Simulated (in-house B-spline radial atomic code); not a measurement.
Results of a calculation; reference values are marked as such.
## Ga ion on W atom: potential, deflection and energy transfer

The pair potential comes from two frozen, spherical free-atom densities (PBE, B-spline radial code, scalar-relativistic past argon): electrostatics plus the change in Thomas-Fermi kinetic and Dirac exchange energy where they overlap, the recipe behind the universal ZBL potential, which averages such potentials (from solid-state densities) over many pairs. It is written V = (Z1 Z2 e²/r) φ(r/a), with e² = 14.3996 eV·Å and a = 0.46850 Å/(Z1^0.23 + Z2^0.23); ZBL's fit is φ = 0.18175 e^(−3.1998x) + 0.50986 e^(−0.94229x) + 0.28022 e^(−0.4029x) + 0.02817 e^(−0.20162x). Where φ falls below 4e-4 it is continued as an exponential.

Masses 69.72 and 183.84 u.

```tsv
x = r/a	φ, this pair	φ, ZBL
0.1	0.8831	0.8928
0.25	0.7563	0.7647
0.5	0.6042	0.6096
1	0.412	0.4164
1.5	0.2953	0.2995
2	0.2182	0.2218
3	0.1268	0.1292
4	0.07781	0.08026
5	0.05028	0.05224
6.5	0.02745	0.02914
8	0.01563	0.01705
10	0.007991	0.008778
12	0.004369	0.00474
14.5	0.002212	0.002328
17	0.001191	0.001212
20	0.0005879	0.0005882
```

**Question.** At x = 6.5 the electrostatic, kinetic and exchange parts are -367.82, 1969.34 and -144.15 eV. Find r, V and φ.

**Answer.** a = 0.46850/(2.2030 + 2.6911) = 0.09573 Å, so r = 0.62223 Å. V = -367.82 + 1969.34 + (-144.15) = 1457.37 eV. The bare repulsion is 31 × 74 × 14.3996/0.62223 = 53087 eV, so φ = 0.0275, -5.8 % against ZBL's 0.0291. The kinetic (Pauli) term is 135 % of V here, as the other two terms together attract.

**Question.** The ion comes in at 4.759 keV with impact parameter 0.0479 Å. The scattering integral gives a centre-of-mass angle of 164.3° and a closest approach of 5.025 a. What are the reduced energy, the energy passed on and the laboratory angles?

**Answer.** ε = E a M2/(Z1 Z2 e² (M1 + M2)) = 4759 × 2.1011e-06 = 0.01. The most that one collision can pass on is γE with γ = 4 M1 M2/(M1 + M2)² = 0.7974. Here T = γE sin²(θ/2) = 0.7974 × 4759 × 0.9814 = 3725 eV. The ion turns by arctan(sin θ/(cos θ + M1/M2)) = 155.1° (second quadrant: it bounces back), and the struck atom leaves at (180° − θ)/2 = 7.8°. The closest approach is 0.481 Å. With ZBL the angle would be 164.45° and T = 3726 eV.
